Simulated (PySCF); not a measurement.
# Dipole moment and polarisability of TiClF3

TiClF3 (singlet state).
Structure used (PBE0-D3(BJ)/def2-SVP), in Å, numbered top down from 1:
```xyz
5
ClF3Ti angstrom
Ti     0.0000    0.0006   -0.0838
Cl    -0.0209   -0.0151    2.0900
F      1.6238    0.0116   -0.6532
F     -0.8070    1.4045   -0.6667
F     -0.7959   -1.4015   -0.6862
```

Level: B3LYP/def2-SVPD (PySCF), static field, nuclei fixed, core orbitals frozen in the response. The polarisability tensor in these axes (au):

```
x   42.33  0.00 -0.17
y    0.00 42.37 -0.12
z   -0.17 -0.12 58.63
```

Task: Give the principal values, the mean and the anisotropy Δα = √{½[(α1 − α2)² + (α2 − α3)² + (α1 − α3)²]}.

Result: Principal values 42.33, 42.37 and 58.64 au; mean 47.78 au = 7.08 Å³ = 7.88 × 10⁻⁴⁰ C²·m²/J; Δα = 16.29 au (34 % of the mean).

Task: What is the dipole moment?

Result: 0.13 D at this geometry.

Task: What would n − 1 = 2πNα be for an ideal gas of these molecules at 500 K and 1 atm, electronic part alone?

Result: N = p/kT = 1.4678 × 10¹⁹ cm⁻³, so n − 1 = 2π × N × 7.08 × 10⁻²⁴ cm³ = 653 × 10⁻⁶ at long wavelengths.

Task: Give the eigenvalues of the traceless quadrupole moment Θ = ½Σq(3rr − r²1), origin at the centre of nuclear charge.

Result: -0.59, -0.55, 1.14 D·Å. The values depend on the origin, since the dipole doesn't vanish. The electronic extent ⟨r²⟩ about the same centre is 650 bohr², a root-mean-square distance of 1.66 Å for the 66 electrons.

Task: Find the Langevin capture rate constant for NH4+ (18.034 u) meeting this molecule (139.912 u), k = 2.342 × 10⁻⁹ cm³/s × √(α in Å³ / reduced mass in u).

Result: The reduced mass is 15.98 u, so k = 1.56 × 10⁻⁹ cm³/s.

Geometry: PBE0-D3(BJ)/def2-SVP; no solvent, vibrations or thermal averaging.

These values come from a run that also computed excited states and ΔSCF ions. On Arm Neoverse V1, one thread, no GPU (shared host), this took 47 s (with the writing of density and orbital grids).
